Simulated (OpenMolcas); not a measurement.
An atom or ion with 30 electrons was computed by MS-CASPT2, IPEA 0.25 Eh, imaginary shift 0.1 Eh with spin-orbit coupling (OpenMolcas, ANO-RCC-VQZP, DKH2). The lowest levels that the run gave, each within 12 % of the measured value where one is at hand:

```json
{"J": "0", "Parity": "even", "E (cm-1)": "0.0", "g": ""}
{"J": "0", "Parity": "odd", "E (cm-1)": "60810", "g": ""}
{"J": "1", "Parity": "odd", "E (cm-1)": "61470", "g": "1.501"}
{"J": "2", "Parity": "odd", "E (cm-1)": "62870", "g": "1.501"}
{"J": "1", "Parity": "odd", "E (cm-1)": "92040", "g": "1.000"}
```

Q: Which ion is it, and what are the configurations and terms?

A: Ge2+ (Z = 32, charge +2; active space 2 electrons in 8 orbitals (4s 4p 5s 5p)). J, parity and g give the terms where levels are pure, and mixed ones are named by the computed weights; the size of the splittings, set against known spectra of the 30-electron sequence, gives the charge. In order, with the measured energies in cm-1 (Sugar and Musgrove, J. Phys. Chem. Ref. Data 22, 1213 (1993)): 4s2 1S0, 4s 4p 3P* 0 (61734), 4s 4p 3P* 1 (62500), 4s 4p 3P* 2 (64144), 4s 4p 1P* 1 (91873).

Over all roots computed the reference weight is 0.89 to 0.96; the roots of lowest weight are the least certain, and an intruder state may touch them. The run also gave levels led by 4s 5s, which use shells meant for correlation; these and all levels above them are left out. Measured partners are found by configuration, term and J. A level has none where our copy of the source lacks it or the pairing is in doubt (some pairs that miss far off the trend of their configuration count as doubtful), and it then counts in no deviation. Levels of configurations outside the active space are missing.

* marks odd parity.
